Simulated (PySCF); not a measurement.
Compound: trimethylsilane, C3H10Si.
Atom-mapped SMILES: `[CH3:1][SiH:2]([CH3:3])[CH3:4]` (hydrogens: H5, H6, H7 on C1; H8 on Si2; H9, H10, H11 on C3; H12, H13, H14 on C4)

Cartesian coordinates in Å at the PBE0-D3(BJ)/def2-SVP level; atoms count from 1:
```xyz
14
C3H10Si angstrom
C      0.1117    1.7152   -0.4839
Si    -0.0880    0.1071    0.4735
C     -1.5445   -0.8745   -0.2039
C      1.4904   -0.9126    0.3611
H     -0.7953    2.3359   -0.4156
H      0.3022    1.5119   -1.5501
H      0.9555    2.3080   -0.0975
H     -0.3524    0.4321    1.9153
H     -1.7006   -1.8028    0.3676
H     -1.3707   -1.1512   -1.2564
H     -2.4765   -0.2897   -0.1581
H      1.7106   -1.1737   -0.6866
H      2.3536   -0.3562    0.7588
H      1.4024   -1.8504    0.9315
```

Computed with core-valence-separated Tamm–Dancoff BHandHLYP/aug-pcX-1 (pcseg-1 on H, def2-SVPD on Si) in PySCF, non-relativistic, gas phase, PBE0-D3(BJ)/def2-SVP geometry. The energies are unshifted.

Question: List the carbon K-edge absorption lines.

Answer: 
```json
{"E (eV)": "284.95", "f": "0.0143", "core hole on": "C1/C3/C4", "main final orbital": "LUMO (3 roots, f summed)"}
{"E (eV)": "285.71", "f": "0.1046", "core hole on": "C1/C3/C4", "main final orbital": "spread (5 roots, f summed)"}
{"E (eV)": "285.73", "f": "0.0728", "core hole on": "C1/C3/C4", "main final orbital": "LUMO+3 (40 %)"}
{"E (eV)": "286.40", "f": "0.0033", "core hole on": "C1/C3/C4", "main final orbital": "spread (3 roots, f summed)"}
{"E (eV)": "286.62", "f": "0.0106", "core hole on": "C1/C3/C4", "main final orbital": "spread (3 roots, f summed)"}
```

The first line with a tenth or more of the strongest one's intensity is at 284.95 eV (f = 0.014, sum of 3), with the hole on C1/C3/C4 (Si-methyl carbon). The strongest listed is at 285.71 eV (f = 0.105, sum of 5; C1/C3/C4).

Roots within 0.03 eV whose holes lie on the same, on equivalent or on shared atoms are summed into one line, and the highest roots are left out, as the search may have cut off their partners. Final orbitals are the ground state's empty Kohn–Sham orbitals.

Question: What are the wavelength and the wavenumber of the 285.71 eV line?

Answer: λ = 12398.42 eV Å/285.71 eV = 43.395 Å; 2.3044 × 10⁶ cm⁻¹.

Only the lowest roots of each edge were sought.
